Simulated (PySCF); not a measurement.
**What settings do to a single point of Bi(BH4)3**

The sound run of Bi(BH4)3 (singlet) uses PySCF 2.14.0, RKS TPSS, Bi def2-SVP with ECP60, B def2-SVP, H def2-SVP; non-relativistic Hamiltonian with scalar-relativistic core potentials where named; density fitting; no spin-orbit coupling, grid (50, 194), threshold 1e-8 Eh and 55 cycles, at the relaxed geometry:

```xyz
16

Bi    0.0000    0.0000    0.6448
B     2.4207    0.0083   -0.0478
H     3.2333    0.1220   -0.9451
H     2.6017   -0.8829    0.7671
H     1.4275   -0.3412   -0.8263
H     2.1816    1.1080    0.4683
B    -1.2175    2.0922   -0.0478
H    -1.7223    2.7391   -0.9451
H    -0.5362    2.6946    0.7671
H    -0.4182    1.4069   -0.8263
H    -2.0504    1.3353    0.4683
B    -1.2031   -2.1005   -0.0478
H    -1.5110   -2.8611   -0.9451
H    -2.0655   -1.8117    0.7671
H    -1.0093   -1.0656   -0.8263
H    -0.1312   -2.4433    0.4683
```

There Bi1 has a Mulliken charge of 0.67 e and the dipole about the centre of mass is 1.71 D. Each run below changes one thing and starts from free metal ions and neutral atoms unless it says otherwise; with 55 cycles, smearing, a level shift and second-order steps follow where DIIS fails, and their cycles count. Energy shifts count from the sound run.

```tsv
change	outcome	cycles	energy shift (eV)	largest force component (eV/Å)	charge on Bi1 (e)	dipole about the centre of mass (D)
charge changed by +5, spin kept, limit 65 cycles	refused	–	–	–	–	–
```

Q: One further run converged with energy shift (eV) 0.0084, largest force component (eV/Å) 0.07, charge on Bi1 (e) 0.63, dipole about the centre of mass (D) 1.39. Which change was it?
A. threshold 0.001
B. start from the bare core Hamiltonian, limit 69 cycles
C. grid (40, 110)

A: A.

Q: And the other changes listed?

A: 
| change | outcome | cycles | energy shift (eV) | largest force component (eV/Å) | charge on Bi1 (e) | dipole about the centre of mass (D) |
| --- | --- | --- | --- | --- | --- | --- |
| grid (40, 110) | converged | 9 | -0.0543 | 0.02 | 0.67 | 1.71 |
| start from the bare core Hamiltonian, limit 69 cycles | converged | 14 | 0.0000 | 0.01 | 0.67 | 1.71 |

Forces carry noise of the integration grid, about 0.01 to 0.03 eV/Å.

No frequency check is given that shows the relaxed geometry to be a minimum.
